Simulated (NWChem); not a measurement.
Species: AgN2H6 cation; SMILES [NH3]->[Ag+]<-[NH3]

No frequency run checked for a minimum. def2 effective core potentials on Ag; no spin-orbit coupling.

**Question.** Give the equilibrium geometry at PBE0/def2-SVP with def2 effective core potentials on Ag (NWChem) as a Z-matrix, with the point group.

**Answer.** point group D3; any orientation.
```
Ag
N 1 2.1433
H 2 1.0224 1 112.46
H 2 1.0224 3 106.32 1 123.50
H 2 1.0224 3 106.32 4 113.00
N 1 2.1433 3 159.55 2 -180.00
H 6 1.0224 1 112.46 3 100.40
H 6 1.0224 7 106.32 1 123.50
H 6 1.0224 7 106.32 8 113.00
```
